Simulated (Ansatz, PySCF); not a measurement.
disiloxane (H₆OSi₂), SMILES [SiH3]O[SiH3].

Geometry optimised at PBE0-D3(BJ)/def2-SVP.

Vertical ionisation energy (IE) and electron affinity (EA) in eV. Rows of orbital energies are one-electron estimates. Where ΔSCF, EOM or ADC give a negative EA the extra electron is unbound and the value depends on the basis.

| level | IE | EA |
|---|---|---|
| −ε(HOMO), −ε(LUMO), ωB97X/def2-TZVPD (PySCF) | 11.14 | -1.46 |
| −ε(HOMO), −ε(LUMO), PBE/def2-TZVPD (PySCF) | 7.31 | 1.29 |
| ΔSCF, PBE0/def2-SVPD (Ansatz), final states of multiplicity 2 and 2 | 10.70 | -1.18 |
| ΔSCF, PBE/def2-SVPD (Ansatz), final states of multiplicity 2 and 2 | 10.23 | -0.96 |

**Question.** What vertical singlet–triplet gap does ΔSCF give with PBE0/def2-SVPD (Ansatz, a quantum-chemistry and plane-wave program) and with PBE/def2-SVPD (Ansatz)? (The exact figures need the calculation; the answer reports its results.)

**Answer.** 6.67 and 6.03 eV (triplet above singlet where positive).
